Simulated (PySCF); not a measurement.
# Trend along group 14: MI molecules

MP2 with triple-zeta basis sets in PySCF, for the lowest determinant that a PBE0 search found; no spin–orbit coupling. De refers to high-spin ground-configuration atoms.

```
 M         basis  reference, frozen orbitals  state (unpaired electrons)  Re (Å)  ωe (cm⁻¹)  De (eV)
 C    def2-TZVPP                      UHF, 5               doublet (π ↑)   1.999        666     2.85
Ge    def2-TZVPP                     UHF, 13               doublet (π ↑)   2.506        252     3.11
Sn  x2c-TZVPPall                     UHF, 36               doublet (π ↑)   2.698        203     3.00
Pb    def2-TZVPP                      UHF, 8               doublet (π ↑)   2.782        171     2.99
```

Task: The row for M = Si is missing. Estimate Re, ωe and De as the mean of the rows for C and Ge, and compare with the calculation.

Result: The means are 2.252 Å, 459 cm⁻¹ and 2.98 eV. UHF-MP2 in def2-TZVPP gives SiI as a doublet (π ↑) with Re = 2.432 Å, ωe = 370 cm⁻¹, De = 3.24 eV, so the estimate is off by -18.0 pm, +24 % and -0.26 eV.

The rows differ in basis set, which adds steps of its own.

Correlated steps freeze the inner cores (5 to 36 orbitals); shallow outer-core shells are correlated. Spin–orbit coupling is left out, which matters for elements this heavy, above all for dissociation energies. States were picked by a PBE0 search and need not be the measured ground states.
